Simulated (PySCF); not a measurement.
# Correlation energy of O (oxygen, neutral)

[He] 2s1 2p5, high-spin 3P determinant (an excited configuration). Calculation: PySCF 2.14, in aug-cc-pVTZ-DK; scalar relativity by spin-free X2C-1e. Frozen: 1s2; 6 electrons correlated.

```
  level  correlation energy (mhartree)
   CCSD                        -209.82
    (T)                         -15.44
CCSD(T)                        -225.26
```

Diagnostics: T1 = 0.023, D1 = 0.0615, largest double amplitude 0.215.

A double-excitation amplitude exceeds 0.15, a sign of near-degeneracy.

Cost of the coupled-cluster step: roughly 2.5 core-seconds, for 6 correlated electrons.

Iterations:

```
CC2 = 0
CCSD nocc = (np.int64(4), np.int64(2)), nmo = (45, 45)
frozen orbitals [[0], [0]]
max_cycle = 100
direct = 0
conv_tol = 1e-08
conv_tol_normt = 1e-06
diis_space = 8
diis_start_cycle = 0
Init t2, MP2 energy = -0.17817042592937
Init E_corr(UCCSD) = -0.178170425929877
cycle = 1  E_corr(UCCSD) = -0.192113003162652  dE = -0.0139425772  norm(t1,t2) = 0.059029
cycle = 2  E_corr(UCCSD) = -0.198129536875117  dE = -0.00601653371  norm(t1,t2) = 0.0374788
cycle = 3  E_corr(UCCSD) = -0.205835938949846  dE = -0.00770640207  norm(t1,t2) = 0.0274099
cycle = 4  E_corr(UCCSD) = -0.206860567074467  dE = -0.00102462812  norm(t1,t2) = 0.0152363
cycle = 5  E_corr(UCCSD) = -0.207281334858737  dE = -0.000420767784  norm(t1,t2) = 0.0130318
cycle = 6  E_corr(UCCSD) = -0.209491800990365  dE = -0.00221046613  norm(t1,t2) = 0.010075
cycle = 7  E_corr(UCCSD) = -0.209487472271906  dE = 4.32871846e-06  norm(t1,t2) = 0.00513934
cycle = 8  E_corr(UCCSD) = -0.209442514521138  dE = 4.49577508e-05  norm(t1,t2) = 0.0224915
cycle = 9  E_corr(UCCSD) = -0.2098084998079  dE = -0.000365985287  norm(t1,t2) = 0.00163725
cycle = 10  E_corr(UCCSD) = -0.209810974158057  dE = -2.47435016e-06  norm(t1,t2) = 0.000429614
cycle = 11  E_corr(UCCSD) = -0.209816666956693  dE = -5.69279864e-06  norm(t1,t2) = 0.000212509
cycle = 12  E_corr(UCCSD) = -0.209812393783018  dE = 4.27317367e-06  norm(t1,t2) = 8.69263e-05
cycle = 13  E_corr(UCCSD) = -0.209815075111764  dE = -2.68132875e-06  norm(t1,t2) = 3.2953e-05
cycle = 14  E_corr(UCCSD) = -0.209815926472079  dE = -8.51360315e-07  norm(t1,t2) = 6.72749e-06
cycle = 15  E_corr(UCCSD) = -0.209815943315283  dE = -1.68432043e-08  norm(t1,t2) = 4.38922e-06
cycle = 16  E_corr(UCCSD) = -0.209815901505943  dE = 4.18093402e-08  norm(t1,t2) = 1.91691e-05
cycle = 17  E_corr(UCCSD) = -0.209815889241487  dE = 1.22644558e-08  norm(t1,t2) = 1.72468e-06
cycle = 18  E_corr(UCCSD) = -0.209815816640478  dE = 7.26010091e-08  norm(t1,t2) = 7.74333e-06
cycle = 19  E_corr(UCCSD) = -0.209815764106896  dE = 5.25335823e-08  norm(t1,t2) = 4.94905e-07
cycle = 20  E_corr(UCCSD) = -0.20981577266591  dE = -8.55901416e-09  norm(t1,t2) = 3.45681e-07
UCCSD converged
E(UCCSD) = -74.45289528774603  E_corr = -0.2098157726659101
UCCSD(T) correction = -0.01544204224732
```
